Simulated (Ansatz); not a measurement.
Geometry optimisation, RKS CAM-B3LYP/def2-SVP (Ansatz 0.2.0).

input.yaml

```yaml
crystal:
  periodic: [false, false, false]
  atoms:
    - { symbol: In, position_ang: [0.0, 0.0, 0.0] }
    - { symbol: Cl, position_ang: [0.0, 0.0, 2.79] }
    - { symbol: O, position_ang: [1.7233, 0.0, -0.995] }
    - { symbol: H, position_ang: [2.0232, -0.9519, -1.1499] }
    - { symbol: O, position_ang: [-1.7233, 0.0, -0.995] }
    - { symbol: H, position_ang: [-2.233, -0.8467, -0.7865] }
    - { symbol: S, position_ang: [0.1241, 2.6258, 0.8734] }
    - { symbol: H, position_ang: [0.6767, 2.6649, 2.1592] }
    - { symbol: H, position_ang: [0.0737, 1.5578, 2.2098] }
basis:
  gaussian: { orbitals: def2-SVP }
hamiltonian:
  xc: cam_b3lyp
relax:
  f_tol: 0.15
  max_steps: 25
  restrain:
    - { distance: [0, 6], at: 3.67, k: 30.0 }
    - { distance: [8, 1], at: 2.57, k: 30.0 }
    - { distance: [0, 1], at: 2.44, k: 30.0 }
    - { distance: [8, 6], at: 1.4, k: 30.0 }
```

Run as:

```bash
$ ansatz run input.yaml --threads 4 --pin off --max-ram 5120MiB --backend cpu --events-out ev --progress --plain --runs-dir out
```

Problem. Where does it end, and by what steps?

Solution. The run converged. The restraints hold the end off the free minimum. After 16 steps the energy has fallen by 2.173 eV (the restraints' own energy left out); Cl2 moved furthest, 0.96 Å. Parted: In1–S7 (2.77 → 3.66 Å).

| step | energy less start (eV) | largest force component (eV/Å) | accepted |
| --- | --- | --- | --- |
| 0 | 0.0000 | 2.367 | yes |
| 1 | 0.1294 | 1.696 | yes |
| 2 | -0.0016 | 2.242 | yes |
| 3 | -0.7062 | 1.803 | yes |
| 4 | -1.4801 | 1.710 | yes |
| 5 | -1.8407 | 1.346 | yes |
| 6 | -1.9633 | 1.100 | yes |
| 7 | -2.0490 | 0.938 | yes |
| 8 | -2.0931 | 0.851 | yes |
| 9 | -2.1445 | 0.811 | yes |
| 10 | -2.0973 | 1.542 | no |
| 11 | -2.1507 | 0.749 | yes |
| 12 | -2.1654 | 0.756 | yes |
| 13 | -2.1385 | 1.190 | no |
| 14 | -2.1709 | 0.758 | yes |
| 15 | -2.1716 | 0.764 | yes |
| 16 | -2.1732 | 0.751 | yes |

```xyz
9
Properties=species:S:1:pos:R:3
In -0.066 -0.365 -0.184
Cl -0.086 -0.760 2.203
O 1.695 -0.322 -1.066
H 2.415 -0.475 -0.441
O -1.786 -0.346 -1.140
H -2.538 -0.383 -0.536
S -0.096 2.905 1.459
H 1.250 2.987 1.513
H -0.125 1.810 2.298
```

Time of the run: 44 s on 4 threads of Arm Neoverse V1, on a shared host, peak memory 0.34 GiB.
